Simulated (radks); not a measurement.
Initial-state core-level shifts of the xenon ion Xe3+ when its valence configuration changes from [Kr] 4d10 5s2 5p3. All-electron calculation, scalar-relativistic Kohn-Sham, PBE, spin-polarised, spherical densities, finite nucleus; open shells are filled with parallel spins first (spin-orbit coupling, left out, can overturn this in heavy ions); Fermi nuclear charge, rms radius 4.7859 fm. Program: a radial shooting solver on a logarithmic mesh with Libxc functionals. Shifts are changes of the shell-averaged eigenvalues in eV (positive: less bound); the change of the density at the nucleus, which sets a Mossbauer isomer shift, is in e/bohr^3, on a base of 2.807e+05.

| valence | 1s | 2s | 3s | 4p | density at nucleus |
|---|---|---|---|---|---|
| 4d8 5s2 5p5 | -21.556 | -22.879 | -21.454 | -16.561 | +61.12 |
| 4d7 5s2 5p6 | -32.564 | -34.623 | -32.358 | -24.666 | +93.66 |
| 4d10 5s1 5p4 | -1.375 | -1.368 | -1.394 | -1.342 | -101.21 |
| 4d9 5s2 5p4 | -10.705 | -11.341 | -10.671 | -8.339 | +29.93 |
| 4d10 5p5 | -2.891 | -2.870 | -2.914 | -2.797 | -202.63 |
| 4d8.5 5s2 5p4.5 | -16.111 | -17.085 | -16.048 | -12.465 | +45.35 |
| 4d9.5 5s2 5p3.5 | -5.335 | -5.647 | -5.322 | -4.184 | +14.84 |
| 4d8 5s1 5p6 | -22.837 | -24.164 | -22.763 | -17.798 | -51.79 |
| 4d8.5 5s1 5p5.5 | -17.415 | -18.389 | -17.377 | -13.726 | -64.60 |
